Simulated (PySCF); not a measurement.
## Ho²⁺ (holmium, charge +2): UHF calculation

Configuration: [Xe] 4f10 6p1, one real determinant (an excited configuration). Computed with PySCF 2.14 in x2c-TZVPPall (11s7p7d4f2g, 113 functions), with scalar relativity by spin-free X2C-1e.

| Property | Result |
| --- | --- |
| Total energy | -12610.593532 hartree |
| One-electron energy | -17231.3213 hartree |
| Hartree (Coulomb) energy | 4890.3084 hartree |
| Exchange energy | -269.5806 hartree |
| ⟨S²⟩ | 8.7545 |
| ⟨L²⟩ | 36.023 |
| Sum of ⟨r⟩ | 37.95 bohr |
| Sum of ⟨r²⟩ | 51.91 bohr² |
| Traceless quadrupole moment −½Σ⟨3z² − r²⟩ along its main axis | -7.22 e·bohr² |
| Langevin diamagnetic susceptibility | -41.1 ×10⁻⁶ cm³/mol |

```
shell  electrons  mean orbital energy (eV)  spread (eV)  rms radius, mean of both spins (bohr)
 1s α          1                  -55919.2            0                                 0.0236
 1s β          1                  -55919.2            0                                 0.0236
 2s α          1                   -9500.6            0                                 0.0952
 2s β          1                   -9500.5            0                                 0.0952
 2p α          3                   -8430.5        0.084                                 0.0859
 2p β          3                   -8430.4        0.063                                 0.0859
 3s α          1                   -2197.6            0                                  0.245
 3s β          1                   -2194.5            0                                  0.245
 3p α          3                   -1863.0        0.426                                  0.245
 3p β          3                   -1859.5        0.203                                  0.245
 3d α          5                   -1429.0        0.508                                  0.225
 3d β          5                   -1425.3        0.599                                  0.225
 4s α          1                   -484.20            0                                  0.551
 4s β          1                   -476.46            0                                  0.551
 4p α          3                   -371.42        0.679                                  0.585
 4p β          3                   -362.89        0.152                                  0.585
 4d α          5                   -214.67        1.029                                  0.643
 4d β          5                   -203.71        2.102                                  0.643
 5s α          1                   -85.380            0                                   1.35
 5s β          1                   -82.700            0                                   1.35
 5p α          3                   -54.760        0.279                                   1.57
 5p β          3                   -52.725        0.394                                   1.57
 4f α          7                   -41.485        1.424                                  0.860
 4f β          3                   -37.052        0.272                                  0.860
 6p α          1                   -14.659            0                                   4.28
```

⟨L²⟩ = 36.02 against 56 for a pure K term, so this real determinant mixes terms. Spin-orbit coupling, absent here, splits the open shell strongly.

Densities and radii are taken from the X2C orbitals without a picture-change correction, which distorts them close to the nucleus.

Spin-orbit constants ζ (cm⁻¹) from the X2C one-electron operator on these orbitals: bare nucleus, nucleus screened by l(l+1)(2l+1)/3 electrons, and screened by the Breit-Pauli mean field of the electrons.

```
shell     bare  screened nucleus  mean field
   2p  4408000           4276000         n/a
   3p   929900            902200         n/a
   3d   145400            123700         n/a
   4p   206000            199800         n/a
   4d    27210             23150         n/a
   4f     4152              2417         n/a
   5p    27420             26600         n/a
   6p     2610              2532         n/a
```

To first order the Landé constant is A = -341.9 cm⁻¹, so the lowest level has J = 19/2 and lies 0.742 eV below the centre of the term. This holds in LS coupling only.
